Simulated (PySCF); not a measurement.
**One molecule, many functionals**

Compound: C₂H₇FSi₂.
SMILES: `F[SiH]1C[SiH2]C1`

Linear-response calculations in the def2-SVPD basis (PySCF; singlets by full response, triplets Tamm–Dancoff, core orbitals frozen in the response; HF means time-dependent Hartree–Fock). 'Strongest' is the level of largest summed f among the singlets computed (10 roots, of which the last may lack a degenerate partner); it can jump between rows when another state enters that window. S1 is the lowest singlet of each run and needn't be the same state throughout; f(S1) is that of one state. Geometry: PBE0-D3(BJ)/def2-SVP; no solvent, vibrations or thermal averaging.

| functional | kind | S1 (eV) | f(S1) | strongest (eV) | T1 (eV) | HOMO (eV) | gap (eV) | ionisation energy, ΔSCF (eV) |
| --- | --- | --- | --- | --- | --- | --- | --- | --- |
| LDA | LDA | 5.88 | 0.001 | 7.32 | 5.65 | -6.85 | 5.75 | 9.65 |
| PBE | GGA | 5.98 | 0.001 | 7.25 | 5.70 | -6.77 | 5.87 | 9.55 |
| B3LYP | global hybrid, 20% exact exchange | 6.45 | 0.002 | 7.77 | 6.17 | -7.79 | 7.58 | 9.89 |
| PBE0 | global hybrid, 25% exact exchange | 6.51 | 0.002 | 7.96 | 6.18 | -7.99 | 7.96 | 9.91 |
| CAM-B3LYP | range-separated hybrid | 6.75 | 0.002 | 7.99 | 6.44 | -9.32 | 10.29 | 10.12 |
| wB97X-D | range-separated hybrid | 6.76 | 0.003 | 8.07 | 6.47 | -9.83 | 11.57 | 10.07 |
| LC-wPBE | range-separated hybrid | 7.03 | 0.003 | 8.55 | 6.63 | -10.64 | 12.72 | 10.36 |
| HF | Hartree–Fock | 7.83 | 0.006 | 9.06 | 7.33 | -10.92 | 13.37 | not settled |

Task: What does BHandHLYP (global hybrid, 50% exact exchange) give?

Result: S1 (eV) 7.02, f(S1) 0.003, strongest (eV) 8.23, T1 (eV) 6.68, HOMO (eV) -9.14, gap (eV) 9.96, ionisation energy, ΔSCF (eV) 10.15. S1 runs from 5.88 eV (LDA) to 7.83 eV (HF), a spread of 1.96 eV, while the orbital gap spreads over 7.6 eV. Along PBE (0%), B3LYP (20%), PBE0 (25%), BHandHLYP (50%), HF (100%) S1 rises with the share of exact exchange. −ε(HOMO) comes closest to its own ΔSCF ionisation energy with wB97X-D (-0.24 eV) and misses most with LDA (-2.80 eV). 'Not settled' means that the ion's SCF failed to converge or may have ended in another state than the lowest.

Without π bonds the low states are Rydberg-like; a valence basis with one diffuse set may place them up to an eV too high.
